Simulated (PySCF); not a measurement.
## Electron correlation in Pb (lead, neutral)

Starting occupation: [Xe] 4f14 5d10 6s2 6p2, 6p1/2 with m_j = -1/2, +1/2. All numbers are calculated (PySCF 2.14, X2C-1e with screened-nucleus spin-orbit coupling, Gaussian nucleus, in x2c-QZVPPall-2c (16s16p12d7f1g, 182 functions)). Frozen: [Kr] 4d10 4f14; 22 electrons correlated; the 58 highest virtual spinors left out.

MP2 pair energies summed by pair of shells (mhartree):

```csv
pair,energy,share (%)
5d3/2-5d5/2,-135.71,20.5
5d5/2-5d5/2,-97.92,14.8
5d5/2-6s1/2,-51.98,7.9
5d5/2-5p3/2,-44.29,6.7
5d3/2-5d3/2,-41.80,6.3
5d3/2-6s1/2,-32.86,5.0
5d3/2-5p3/2,-30.97,4.7
5d5/2-6p1/2,-28.00,4.2
6p1/2-6s1/2,-20.66,3.1
5d5/2-5p1/2,-20.35,3.1
5d3/2-6p1/2,-17.69,2.7
5p3/2-5p3/2,-16.48,2.5
5p1/2-5p3/2,-15.16,2.3
6s1/2-6s1/2,-14.77,2.2
5d3/2-5p1/2,-14.17,2.1
5d5/2-5s1/2,-13.60,2.1
6p1/2-6p1/2,-12.85,1.9
5p3/2-5s1/2,-11.61,1.8
5d3/2-5s1/2,-9.22,1.4
5p3/2-6s1/2,-8.17,1.2
5p1/2-5s1/2,-5.84,0.9
5p1/2-5p1/2,-4.30,0.7
5p3/2-6p1/2,-4.20,0.6
5s1/2-5s1/2,-3.27,0.5
5p1/2-6s1/2,-2.85,0.4
5p1/2-6p1/2,-1.32,0.2
5s1/2-6s1/2,-1.23,0.2
5s1/2-6p1/2,-0.57,0.1
```

Total MP2 correlation energy: -661.81 mhartree.

This basis was not built for core-valence correlation, so the inner-shell part is incomplete.
